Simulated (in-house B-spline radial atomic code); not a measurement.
Tl²⁺: 2s2 2p6 3s2 3p6 3d10 4s2 4p6 4d10 4f14 5s2 5p6 5d10 6s2 6p1 (with a hole in an inner shell)

All numbers are computed (Dirac-Hartree-Fock, average of configuration; Fermi nucleus of rms radius 5.4759 fm) with a B-spline radial code for spherical atoms, not measured.

Effective charges: Z_r = [3n² - l(l+1)]/(2<r>) from the radius, Z_e = n√(-2ε) from the energy, and Slater's rules. Values are occupation-weighted means over j. An effective charge above Z reflects the relativistic contraction of the inner shells.

| shell | electrons | ε (eV) | <r> (bohr) | Z_r | Z_e | Slater |
| --- | --- | --- | --- | --- | --- | --- |
| 2s | 2 | -16202 | 0.06679 | 89.83 | 69.02 | 78.55 |
| 2p | 6 | -14259 | 0.06024 | 83.01 | 64.75 | 78.55 |
| 3s | 2 | -4004.7 | 0.1727 | 78.16 | 51.47 | 71.75 |
| 3p | 6 | -3411.5 | 0.1729 | 72.31 | 47.50 | 71.75 |
| 3d | 10 | -2694.5 | 0.1575 | 66.67 | 42.22 | 61.85 |
| 4s | 2 | -970.99 | 0.3806 | 63.06 | 33.79 | 55.25 |
| 4p | 6 | -766.09 | 0.4009 | 57.37 | 30.01 | 55.25 |
| 4d | 10 | -494.83 | 0.4211 | 49.87 | 24.12 | 43.85 |
| 4f | 14 | -198.04 | 0.4392 | 40.99 | 15.26 | 32.45 |
| 5s | 2 | -195.68 | 0.8494 | 44.15 | 18.96 | 25.35 |
| 5p | 6 | -133.9 | 0.9539 | 38.26 | 15.69 | 25.35 |
| 5d | 10 | -53.766 | 1.215 | 28.40 | 9.94 | 11.85 |
| 6s | 2 | -33.593 | 2.143 | 25.20 | 9.43 | 7.00 |
| 6p | 1 | -23.301 | 2.647 | 20.03 | 7.85 | 7.00 |

The least bound orbital is 6p3/2 at -22.46 eV, and it is also the most diffuse (<r> = 2.725 bohr).

Spin-orbit splittings of the orbital energies (j = l + 1/2 above j = l - 1/2 when positive): 2p 2254 eV, 3p 510.9 eV, 3d 110.9 eV, 4p 127.5 eV, 4d 24.87 eV, 4f 5.703 eV, 5p 24.57 eV, 5d 3.233 eV, 6p 2.523 eV.
